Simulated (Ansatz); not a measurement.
Breaking the Al1–H2 bond in AlFH2 (SMILES [F][AlH2]) (multiplicity 1 held, fragments rigid). Energies count from the point at 1.570 Å.
Geometry at that point (charge 0, multiplicity 1):
```xyz
4

Al    -0.2467    -0.4788     0.1584
H      0.4707    -1.3122     1.2788
H     -1.5894    -0.8593    -0.5605
F      0.4806     0.9329    -0.3086
```

Restricted levels (R-, RO-) in cc, def2 and unpolarised 6-31G sets keep to the state of the molecule at rest. U- levels take the lowest unrestricted solution at each point, which mixes spins at long bonds. Active spaces are followed from a long bond inwards. Curves can end on different states.

Frozen-core correlation.

Programs: Ansatz (a first-principles code) with Gaussian orbitals. Values without a source in brackets are computed.

Energies in eV.

```csv
R (Å),U-HF/cc-pV(T+d)Z,U-r2SCAN/cc-pV(T+d)Z,R-B3LYP/cc-pV(T+d)Z,R-SCS-MP2/cc-pV(T+d)Z,"FIC-MRCISD on CASSCF(2,2)/cc-pV(T+d)Z","FIC-MRCISD+Q on CASSCF(2,2)/cc-pV(T+d)Z"
1.256,1.11,1.10,1.08,1.09,1.10,1.10
1.413,0.21,0.22,0.21,0.21,0.22,0.22
1.570,0.00,0.00,0.00,0.00,0.00,0.00
1.727,0.16,0.13,0.14,0.16,0.14,0.14
1.884,0.52,0.45,0.47,0.50,0.46,0.47
2.119,1.23,1.08,1.10,1.18,1.09,1.10
2.355,1.97,1.74,1.76,1.89,1.73,1.75
2.747,2.61,2.69,2.76,2.98,2.63,2.66
3.140,2.84,3.16,3.55,3.83,3.22,3.27
3.611,2.93,3.44,4.25,4.53,3.57,3.63
4.239,2.96,3.59,4.84,4.97,3.72,3.78
5.024,2.97,3.64,5.23,4.89,3.76,3.82
```

Doubts at one or more of the structures used: a spin-contaminated determinant (U-HF/cc-pV(T+d)Z, U-r2SCAN/cc-pV(T+d)Z); a restricted determinant that unrestricted orbitals would lower (R-B3LYP/cc-pV(T+d)Z, R-SCS-MP2/cc-pV(T+d)Z).
